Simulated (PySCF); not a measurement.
**How methods differ on the excitation energy of Sn**

Sn [Kr] 4d10 5s2 5p2 (3P) → Sn [Kr] 4d10 5s1 5p3, s spin flipped, as a difference of total energies. Computed with PySCF 2.14 in aug-cc-pwCVTZ-PP with ECP28MDF, with a scalar-relativistic core potential. Correlated levels: valence: 4s2 4p6 4d10 frozen; valence and next inner shell: nothing frozen outside the core potential. The calculations carry no spin-orbit coupling.

| method | excitation energy (eV) |
| --- | --- |
| UHF | 8.568 |
| LDA | 7.058 |
| PBE | 6.979 |
| PBE0 | 7.412 |
| r2SCAN | 7.326 |
| B3LYP | 7.363 |
| wB97X | 8.022 |
| MP2 (valence) | 7.585 |
| SCS-MP2 (valence) | 7.525 |
| MP2 (valence and next inner shell) | 7.356 |
| SCS-MP2 (valence and next inner shell) | 7.317 |

Task: Estimate what TPSS gives.

Result: 7.091 eV, closest to LDA among the rows shown.

Task: Estimate what BHandHLYP gives.

Result: 7.872 eV, closest to wB97X among the rows shown.

The upper determinant mixes two multiplicities, so it lies between the two terms.

The upper state lies above the first ionisation limit, where it may autoionise and the basis confines it.
